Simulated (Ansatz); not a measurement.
Q: Name a neutral molecule of O, S, Si and H with ideal-gas entropy at 298 K and 1 bar (rigid rotor, harmonic PBE0-D4/def2-TZVP) between 344 and 360 J/(mol·K) and size of the dipole moment (ωB97M-V/def2-TZVPP) between 0.75 and 1.05 D (Ansatz, PBE0-D4/def2-TZVP geometry).

A: `O[Si](O)(O)S` (353 J/(mol·K), 0.78 D). Other molecules can fit too; these were computed, each in one conformer that needn't be the lowest.
